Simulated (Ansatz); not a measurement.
**Which is lower?**

Two relaxed structures of BGeH₅O, singlet (PBE0-D4/def2-TZVP; forces vanish, vibrations not checked).

A:

B1  (0.537, -0.763, 0.742)
O2  (-0.095, -0.569, -0.691)
Ge3  (-0.713, 0.926, -1.055)
H4  (-1.319, 1.086, -2.450)
H5  (-0.683, 2.083, -0.064)
H6  (0.433, 0.311, 1.332)
H7  (1.692, -1.077, 0.547)
H8  (-0.110, -1.646, 1.266)
(Å)

B:

```
8
angstrom
B -0.1136 -0.3890 -0.6487
O -0.6883 0.4435 -1.4577
Ge 0.7535 -1.1953 0.9501
H -0.9355 0.1605 -2.3445
H -0.4806 2.8045 1.1755
H -0.1853 2.1500 1.3838
H 1.9481 -1.7437 0.0886
H -0.2111 -2.4355 0.9102
```

Computed with Ansatz 0.2.0 (basis: def2-TZVPP); correlated methods freeze the cores. Filled d shells of the heavier atoms are correlated. The def2 sets are not built for correlating such inner shells, so the correlated values are less sure here. B3LYP uses VWN-RPA correlation.

Problem. Which structure is lower at CCSD(T), and by how much? (An estimate is asked for; the value comes from the calculation.)

Solution. The calculation gives: B, by 0.92 kcal/mol (electronic energy, against the other); a gap this small isn't resolved in one triple-zeta basis. By their contacts, A is BGeH₅O ([BH3][O][GeH2]) and B is a complex of BGeH₃O ([OH][B][GeH2]) + H₂.

Problem. Do the other methods give the same order? (Judge from chemistry; the calculation decides.)

Solution. By the calculation: Not all: MP2 gives the other order.

| method | E(B) − E(A) (kcal/mol) |
| --- | --- |
| PBE-D4 | -2.84 |
| r2SCAN-D4 | -3.13 |
| PBE0-D4 | -3.03 |
| B3LYP-D4 | -3.60 |
| wB97M-V | -3.11 |
| HF | -4.46 |
| MP2 | 2.25 |
| CCSD | -1.20 |
| CCSD(T) | -0.92 |

No T1 diagnostic of these runs exceeds 0.023.

Labels in which every atom is bracketed show which atoms are joined, not bond orders.

For scale, one of the runs: CCSD(T)/def2-TZVPP, 180 basis functions, launched by `ansatz run in.yaml --threads 2 --pin off --events-out ev --progress --plain --max-ram 4352MiB`. The run took 78 s on 2 CPU threads of an Arm Neoverse V1 (shared host), with 1.8 GiB of host memory at its peak.
